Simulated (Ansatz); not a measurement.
Li6H6⁺, relaxed as a doublet with UKS r2SCAN-D4/def2-TZVP in Ansatz, starting from the GFN2-xTB geometry. Force threshold 0.02 eV/Å.

The structure comes from a short search, and lower isomers may exist.

Start:

Cartesian coordinates in Å:
```
Li -2.123 -1.001 -1.515
Li -0.368 1.204 -0.074
Li -0.771 -3.588 -0.918
Li 0.508 -1.317 0.081
Li 0.751 3.597 0.921
Li 2.066 1.044 1.504
H -1.861 -2.535 -1.505
H 1.843 2.593 1.574
H 1.182 -0.059 0.759
H 0.416 -2.861 -0.094
H -0.364 2.780 0.078
H -1.279 0.144 -0.811
```

```tsv
step	energy (eV)	largest force component (eV/Å)	SCF passes
1	-1318.3380	0.908	39
2	-1318.9359	0.397	23
3	-1319.2180	0.270	23
4	-1319.3068	0.238	22
5	-1319.3841	0.175	22
6	-1319.4452	0.096	22
7 (rejected)	-1319.4282	0.234	22
8	-1319.4629	0.037	24
9	-1319.4645	0.021	17
10	-1319.4646	0.005	16
```

Force components are those of the run's own axes.

End:

```xyz
12

Li   -2.245   -0.685   -1.559
Li    0.030    1.375    0.180
Li   -0.674   -3.816   -0.901
Li   -0.020   -1.376   -0.189
Li    0.661    3.814    0.910
Li    2.245    0.689    1.564
H    -1.458   -2.244   -1.229
H     1.454    2.246    1.236
H     1.016   -0.150    0.643
H     0.584   -3.044    0.011
H    -0.586    3.040   -0.015
H    -1.005    0.151   -0.651
```

Bonds formed: Li2–H9, Li4–H12 (atoms count from 1). Metal–metal contacts that move far: Li5–Li6 2.93 to 3.56 Å.

No frequencies were taken in this run, so the end may be a saddle point.

Run time 19 s (4 threads of Arm Neoverse V2 on a shared host).
